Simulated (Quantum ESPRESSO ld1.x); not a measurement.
Problem. The aim is the manganese ion Mn3+ in [Ar] 3d4. This ld1.x (Quantum ESPRESSO 7.5) run was made with `OMP_NUM_THREADS=1 ld1.x < ld1.in > ld1.out`. Can the result be used? Name any fault.

```
 &input
    zed=25.0,
    iswitch=1,
    rel=1,
    lsd=1,
    dft='PW',
    config='[Ar] 3d4',
    dx=0.06,
    prefix='ld1',
    max_out_wfc=37,
    file_charge='ld1.rho',
 /
```

Output (excerpt):

```
     Program LD1 v.7.5 starts

     --------------------------- All-electron run ----------------------------

     scalar relativistic calculation

     atomic number is 25.00
     dft =PW   lsd =1 sic =0 latt =0  beta=0.20 tr2=1.0E-14
     Exchange-correlation= PW
                           (   1   4   0   0   0   0   0)
     mesh = 265 r(mesh) = 101.60819 a.u. xmin = -8.00 dx = 0.06000
     1 Ry =  13.60569312 eV, c = 137.03599908

     n l     nl                  e(Ry)          e(Ha)          e(eV)
     1 0     1S 1( 1.00)      -474.1366      -237.0683     -6450.9573
     2 0     2S 1( 1.00)       -57.3092       -28.6546      -779.7310
     2 1     2P 1( 3.00)       -49.0267       -24.5134      -667.0426
     3 0     3S 1( 1.00)        -9.0454        -4.5227      -123.0683
     3 1     3P 1( 3.00)        -6.7521        -3.3760       -91.8665
     3 2     3D 1( 4.00)        -3.1631        -1.5816       -43.0367
     1 0     1S 2( 1.00)      -474.1361      -237.0680     -6450.9498
     2 0     2S 2( 1.00)       -57.1540       -28.5770      -777.6194
     2 1     2P 2( 3.00)       -48.9067       -24.4533      -665.4089
     3 0     3S 2( 1.00)        -8.7117        -4.3559      -118.5289
     3 1     3P 2( 3.00)        -6.4264        -3.2132       -87.4361
     3 2     3D 2( 0.00)        -2.8559        -1.4280       -38.8568

     final scf error:  5.3E-15 reached in  36 iterations

     Etot =   -2308.375493 Ry,   -1154.187747 Ha,  -31407.048571 eV
     Total magnetization:    4.00 Bohr mag.

     Ekin =    2332.903039 Ry,    1166.451519 Ha,   31740.762831 eV
     Encl =   -5457.024841 Ry,   -2728.512421 Ha,  -74246.605354 eV
     Eh   =     913.606724 Ry,     456.803362 Ha,   12430.252717 eV
     Exc  =     -97.860414 Ry,     -48.930207 Ha,   -1331.458765 eV
```

Solution. No (inaccurate). The line at issue: dx=0.06. The radial step is too large to integrate the orbitals; the run ends without a warning, but the energy is off by -0.0003115 hartree against the default mesh. The sound input gives -1154.1874 hartree.
